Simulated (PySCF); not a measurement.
# Shapes and spin states of Sr₂Te

Level of theory: PBE0/[Te def2-SVP with ECP28, Sr def2-SVP with ECP28], scalar-relativistic core potentials, density fitting, no spin–orbit coupling, PySCF.

Relaxations began from a few typed shapes and spin states; open shells are unrestricted. The search is not exhaustive: other isomers or separated fragments can lie lower, and high-lying points may rest on an excited occupation.

| spin | group | bonds | angles | imaginary modes (cm⁻¹) | ΔE (kJ/mol) | ΔE with ZPE (kJ/mol) |
| --- | --- | --- | --- | --- | --- | --- |
| singlet | C2v | Sr–Sr 3.679 Å, Te–Sr 3.017 Å (×2) | Sr–Sr–Te 52.4° (×2), Sr–Te–Sr 75.1° | none | 0.0 | 0.0 |
| triplet | D∞h | Te–Sr 2.997 Å (×2) | Sr–Te–Sr 180.0° | none | 27.7 | 27.2 |

The lowest minimum found is the singlet C2v: Sr–Sr 3.679 Å, Te–Sr 3.017 Å (×2); Sr–Sr–Te 52.4° (×2), Sr–Te–Sr 75.1°.
